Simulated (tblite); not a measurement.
Compound: C3H6N2O2Si.
Atom-mapped SMILES: `[CH:1]#[C:2][Si@@:3]([NH2:4])([OH:5])[NH:6][CH:7]=[O:8]` (hydrogens: H9 on C1; H10, H11 on N4; H12 on O5; H13 on N6; H14 on C7)

The geometry is computed with GFN2-xTB (gas phase).

List the bond lengths, angles and torsions at this level.

| bond | length (Å) | order |
| --- | --- | --- |
| C1≡C2 | 1.201 | triple |
| C2–Si3 | 1.854 | single |
| Si3–N4 | 1.719 | single |
| Si3–O5 | 1.614 | single |
| Si3–N6 | 1.775 | single |
| N6–C7 | 1.338 | single |
| C7=O8 | 1.212 | double |
| C1–H9 | 1.052 | single |
| N4–H10, N4–H11 | 1.007 | single |
| O5–H12 | 0.970 | single |
| N6–H13 | 1.005 | single |
| C7–H14 | 1.106 | single |

Bonds in one row agree within 0.01 Å and their mean is given. Orders are formal, as drawn. A selection of angles:
| angle | degrees |
| --- | --- |
| C1–C2–Si3 | 179.0 |
| C2–Si3–N4 | 107.4 |
| C2–Si3–O5 | 114.1 |
| C2–Si3–N6 | 106.5 |
| N4–Si3–O5 | 116.4 |
| N4–Si3–N6 | 104.7 |
| O5–Si3–N6 | 107.0 |
| Si3–N6–C7 | 123.6 |
| N6–C7–O8 | 125.1 |
| H10–N4–Si3 | 117.4 |
| H11–N4–Si3 | 118.5 |
| H12–O5–Si3 | 114.6 |
| H13–N6–Si3 | 119.4 |

Dihedral angles: C2–Si3–N6–C7 -101° (anticlinal); Si3–N6–C7–O8 -3° (synperiplanar); H12–O5–Si3–C2 93° (anticlinal).

N6 (amide nitrogen) is planar (angles 123.6°, 119.4° and 116.9°, sum 359.9°, 0.03 Å off the plane of its three neighbours). H12 on O5 lies 1.94 Å from O8, 5 bonds away (angle at H 135°; Bondi radii sum to 2.72 Å): the geometry of an intramolecular hydrogen bond. Si3 (oxygen-bound silicon) is distorted tetrahedral (angles from 104.7° to 116.4°). The 2 N–Si bonds span 1.719 Å (Si3–N4, drawn single) to 1.775 Å (Si3–N6, drawn single), a spread of 0.056 Å. N4 (silicon-bound nitrogen) is pyramidal (angles 118.5°, 117.4° and 109.8°, sum 345.7°, 0.26 Å off the plane of its three neighbours). Of the pairs four or more bonds apart, those above aside, O5···O8 is among the closest relative to their van der Waals radii: 2.72 Å, 89 % of the sum of Bondi's values.

Point group: C1 (no symmetry element, even within 0.4 Å). Its GFN2-xTB frequencies are all real (lowest 41 cm⁻¹). The numbers are those of one conformer (C2–Si3–N4–H 42° and 178°, C2–Si3–O5–H 93°, C2–Si3–N6–C7 -101°, Si3–N6–C7–O8 -3°). 3 starts were optimised and ended at 0.00, 1.03 and 4.58 kcal/mol (GFN2-xTB); the lowest of these is shown.

Time: 0.68 s of wall time. Hardware: one thread of an Arm Neoverse N1, no GPU, shared host with 64 logical CPUs at a one-minute load of 58. That covers the optimisation of the geometry.
